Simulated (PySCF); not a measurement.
Threshold energies of SbF in a plasma

PBE0 in PySCF with def2-TZVPPD on every atom (core potentials on Sb), for the lowest determinant that a PBE0 search found; no spin–orbit coupling.

| species | state (unpaired electrons) | Re (Å) | ωe (cm⁻¹) | energy of the minimum from the neutral (eV) | De (eV) | dissociates to |
| --- | --- | --- | --- | --- | --- | --- |
| SbF | triplet (π ↑↑) | 1.923 | 607 | 0.00 | 4.10 | Sb + F |
| SbF⁺ | doublet (π ↑) | 1.850 | 721 | 8.85 | 4.29 | Sb⁺ + F |
| SbF⁻ | doublet (π ↑) | 2.013 | 486 | -1.01 | 1.86 | Sb + F⁻ |

Question: Work out the lowest energy to break SbF into atoms, from its vibrational ground state.

Answer: D0 = De − ωe/2 = 4.10 − 0.04 = 4.06 eV (PBE0/def2-TZVPPD).

Question: Work out the ionisation energy of the Sb atom at this level and the threshold of dissociative ionisation.

Answer: IE(Sb) = 8.85 + 4.29 − 4.10 = 9.04 eV, so Sb⁺ + F + e⁻ appears at D0 + IE(Sb) = 13.10 eV (PBE0/def2-TZVPPD). The measured IE(Sb) is 8.608 eV (NIST ASD).

Question: Work out the electron affinity of the F atom and the threshold of dissociative attachment.

Answer: EA(F) = 4.10 − 1.86 − (-1.01) = 3.25 eV, so Sb + F⁻ needs D0 − EA(F) = 0.81 eV (PBE0/def2-TZVPPD). The measured EA(F) is 3.401 eV.

Question: At which energy does ion-pair formation open?

Answer: Sb⁺ + F⁻ lies at D0 + IE(Sb) − EA(F) = 9.85 eV (PBE0/def2-TZVPPD).

These are thermodynamic thresholds; the onsets seen under electron impact lie higher where the geometry changes, and cross-sections peak well above them.

Spin–orbit coupling is left out, which matters for elements this heavy, above all for dissociation energies. For an ion De counts to the pair picked by the measured ionisation energies or electron affinities, which need not be the lowest pair at this level. The highest Kohn–Sham level is positive in this anion. Much of that is self-interaction error, but it also means that the finite basis helps to hold the extra electron. States were picked by a PBE0 search and need not be the measured ground states.
